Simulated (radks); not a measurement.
The numbers below are computed, except where a source is named.
Task: Neutral neon, [Ne]. Code: a radial shooting solver on a logarithmic mesh with Libxc functionals. Model: non-relativistic Kohn-Sham, PBE, spin-polarised, spherical densities, point nucleus. Every spin shell is full or empty, so the densities are truly spherical. Functionals are evaluated on that one density, not self-consistently. Rank these orbital-free kinetic functionals by their error against the exact value of the orbitals, and give that value: Thomas-Fermi, TF + vW, TF + vW/9, TF + vW/5, LC94, revAPBEK, Pearson, LKT, PG1, DePristo-Kress, Ernzerhof.

Result: Exact: 128.563 hartree. From best to worst, with 100 (|E| - |E exact|)/|E exact| (equal figures are ties): Ernzerhof +0.16, LC94 -0.17, DePristo-Kress -0.41, revAPBEK +0.45, TF + vW/9 -0.74, Pearson -2.53, TF + vW/5 +5.50, Thomas-Fermi -8.55, PG1 +30.04, LKT +36.57, TF + vW +61.71.
